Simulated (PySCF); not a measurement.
Harmonic spectrum computed at PBE0 in the def2-SVP basis family (core potentials from Rb on, PySCF, no spin–orbit coupling):

```tsv
ω (cm⁻¹)	IR (km/mol, summed over degenerate members)	degeneracy
126	39.2	2
171	34.1	1
294	164	2
381	101	1
565	195	2
588	46.1	1
822	147	2
846	9.9	1
3844	108	1
3844	86.3	2
```

Problem. Which molecule gave it? In each, all ligands are bound to the one heavy central atom.
A. Sn(OH)₃ (doublet)
B. Sb(OH)₃ (singlet)
C. Bi(OH)₃ (singlet)
D. Pb(OH)₃ (doublet)

Solution. C. It has C3 symmetry with Bi–O 2.087 Å (×3), O–H 0.968 Å (×3).
